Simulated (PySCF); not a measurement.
H6AlN, singlet (B3LYP/def2-SVP optimised geometry):

```
8

Al    -1.104    -0.315     0.000
H     -1.361    -1.106    -1.370
H     -1.362    -1.106     1.370
H     -1.362     1.267     0.000
N      0.984    -0.315     0.000
H      1.362     0.160     0.824
H      1.361     0.161    -0.824
H      1.361    -1.267    -0.001
```

Level of theory: B3LYP/def2-TZVP run with PySCF.

Question: What are the frontier orbital energies and the dipole moment?

Answer: HOMO-2 -9.20 eV, HOMO-1 -7.23 eV, HOMO -7.23 eV, LUMO -0.72 eV, LUMO+1 1.28 eV; dipole moment 5.47 D.

On the same geometry PBE/def2-TZVP run with PySCF gives HOMO-2 -7.99 eV, HOMO-1 -6.15 eV, HOMO -6.15 eV, LUMO -1.19 eV, LUMO+1 0.75 eV; dipole moment 5.44 D.

Meta-Löwdin charges at B3LYP/def2-TZVP: Al1 0.26, H2 -0.18, H3 -0.18, H4 -0.18, N5 -0.48, H6 0.26, H7 0.26, H8 0.26.
